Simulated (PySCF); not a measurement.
**C4H11AlF3N: core ionisation energies**

Compound: C4H11AlF3N.
Z-matrix (Å and degrees, PBE0-D3(BJ)/def2-SVP geometry), rows numbered from 1:
```
C 
N   1  1.4726
C   2  1.4731  1  110.83
Al  2  2.1010  1  106.59  3  -115.54
C   2  1.4655  1  113.78  3   129.68
C   5  1.5186  2  118.37  1   -60.04
F   6  1.3324  5  108.73  2  -176.07
F   6  1.3369  5  112.49  2    64.87
F   6  1.3365  5  112.89  2   -56.66
H   1  1.0983  2  108.35  3    62.23
H   1  1.0976  2  109.51  3  -179.66
H   1  1.1006  2  111.80  3   -58.31
H   3  1.0982  2  109.36  1  -179.99
H   3  1.0986  2  108.28  1   -62.08
H   3  1.0996  2  111.84  1    58.57
H   4  1.6080  2   98.93  1   -60.73
H   4  1.6079  2   98.88  1  -179.82
H   4  1.6058  2   99.41  1    59.74
H   5  1.1008  2  108.41  1    61.71
H   5  1.0999  2  108.39  1   177.65
```

The calculation used delta-SCF UKS SCAN, pcX-2 on the ionised atom, pcseg-1 elsewhere, spin-free X2C in PySCF. Binding energies are ΔSCF values: E(core-ionised, relaxed orbitals) − E(ground state) at a fixed geometry, referred to the vacuum level.

Question: What binding energy does each computed site have?

Answer: 
| atom(s) | bonded to | level | binding energy (eV) | above the level's lowest (eV) | count |
| --- | --- | --- | --- | --- | --- |
| C1/C3 | N and 3 H | C 1s | 292.36 | 0.00 | 2 |
| C5 | N, C and 2 H | C 1s | 293.01 | +0.65 | 1 |
| C6 | 3 F and C | C 1s | 298.78 | +6.42 | 1 |
| N2 | 3 C and Al | N 1s | 406.95 | 0.00 | 1 |
| F7/F8/F9 | C | F 1s | 694.48 | 0.00 | 3 |
| Al4 | N and 3 H | Al 1s | 1565.56 | 0.00 | 1 |

Lowest listed C 1s: C1/C3, bonded to N and 3 H. Highest, 6.42 eV above it: C6, bonded to 3 F and C.

Question: Express the binding energy of F 1s of F7/F8/F9 in atomic units and per mole.

Answer: 694.48 eV = 25.5217 Eh = 67007 kJ/mol.

Question: Which photon energy gives electrons from F 1s of F7/F8/F9 a kinetic energy of 50 eV, and what is their de Broglie wavelength?

Answer: hν = 694.48 + 50 = 744.48 eV, recoil neglected; λ = 12.264 Å/√(E/eV) = 1.73 Å.

One atom of each set of topologically equivalent atoms was ionised and stands for the set; in this conformer not all members are related by symmetry, and their own values weren't computed. One conformer (not necessarily the lowest) at the PBE0-D3(BJ)/def2-SVP geometry, without solvent, vibrations or thermal averaging.
